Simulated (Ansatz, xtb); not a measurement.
Two isomers of B2F4H4N2

Structure I is `[NH3+][B-](F)(F)[NH+]=[B-](F)F`, a singlet and structure II is `F[B-]1(F)[NH2+][B-](F)(F)[NH2+]1`, a singlet. Both are isolated molecules in the gas phase, relaxed with PBE0-D4/def2-SVP; the shapes shown needn't be the lowest conformers.

I (Å):

```xyz
12

B    -0.4104   -0.7558    0.0869
B     1.7400    0.5012   -0.6354
F    -1.6645   -0.9492   -0.4487
F     0.0632   -1.8663    0.7540
F     2.6123    0.8676   -1.5688
F     2.0652    0.8382    0.6343
N    -0.6232    0.3441    1.3021
N     0.5395   -0.1394   -0.8997
H    -1.1486    1.1542    0.9735
H    -1.1280   -0.0923    2.0745
H     0.2957    0.6564    1.6293
H     0.3329   -0.3509   -1.8694
```

II (Å):

```json
{"atom": "B", "x (Å)": "0.7488", "y (Å)": "-0.5865", "z (Å)": "0.5814"}
{"atom": "B", "x (Å)": "-0.7346", "y (Å)": "0.5764", "z (Å)": "-0.5785"}
{"atom": "F", "x (Å)": "0.7288", "y (Å)": "-0.6350", "z (Å)": "1.9423"}
{"atom": "F", "x (Å)": "1.7373", "y (Å)": "-1.2968", "z (Å)": "-0.0295"}
{"atom": "F", "x (Å)": "-1.7269", "y (Å)": "1.2901", "z (Å)": "0.0223"}
{"atom": "F", "x (Å)": "-0.7056", "y (Å)": "0.6181", "z (Å)": "-1.9394"}
{"atom": "N", "x (Å)": "0.6949", "y (Å)": "0.9183", "z (Å)": "0.0476"}
{"atom": "N", "x (Å)": "-0.6839", "y (Å)": "-0.9263", "z (Å)": "-0.0384"}
{"atom": "H", "x (Å)": "0.6771", "y (Å)": "1.6262", "z (Å)": "0.7799"}
{"atom": "H", "x (Å)": "1.4124", "y (Å)": "1.1507", "z (Å)": "-0.6370"}
{"atom": "H", "x (Å)": "-1.3996", "y (Å)": "-1.1524", "z (Å)": "0.6502"}
{"atom": "H", "x (Å)": "-0.6718", "y (Å)": "-1.6379", "z (Å)": "-0.7672"}
```

Problem. Estimate which is lower in electronic energy at CCSD(T)/def2-SVP + ΔMP2/def2-TZVPP, and by roughly how much.

Solution. The CCSD(T)/def2-SVP + ΔMP2/def2-TZVPP calculation puts structure II lower, by 7.2 kcal/mol.

The same difference at several levels:

```csv
level,geometry,E(II) − E(I) (kcal/mol),departure from the last row (kcal/mol),"job, with rough time for the two"
PBE0-D4/def2-SVP,PBE0-D4/def2-SVP,−10.8,−3.6,"optimisation, 60 s"
HF/def2-SVP,PBE0-D4/def2-SVP,−4.8,+2.5,part of the CCSD(T) run
MP2/def2-SVP,PBE0-D4/def2-SVP,−9.2,−2.0,part of the CCSD(T) run
CCSD(T)/def2-SVP,PBE0-D4/def2-SVP,−8.9,−1.7,single point
CCSD(T)/def2-SVP + ΔMP2/def2-TZVPP,PBE0-D4/def2-SVP,−7.2,,"single point, 2.5 min"
```

As drawn, II has 2 B–N in place of 1 B=N. Structure I has no ring, II a 4-membered ring.

None of the levels shown reverses the order. The largest departure from CCSD(T)/def2-SVP + ΔMP2/def2-TZVPP is that of PBE0-D4/def2-SVP, 3.6 kcal/mol. Levels run at GFN2-xTB geometries aren't shown. The last row adds to CCSD(T) the change of the MP2 difference between the two basis sets, here +1.7 kcal/mol.

With thermal terms from frequencies at re-optimised GFN2-xTB minima (ideal gas, soft modes damped towards free rotors, one conformer each, 298.15 K, 1 atm): the zero-point term adds +0.5 kcal/mol; ΔH is −7.5 and ΔG −4.8 kcal/mol.

The correlated steps freeze 8 core orbitals. Programs: Ansatz 0.2.0, xtb 6.7.1; the last row on 2 threads of Arm Neoverse V1 on a shared host.
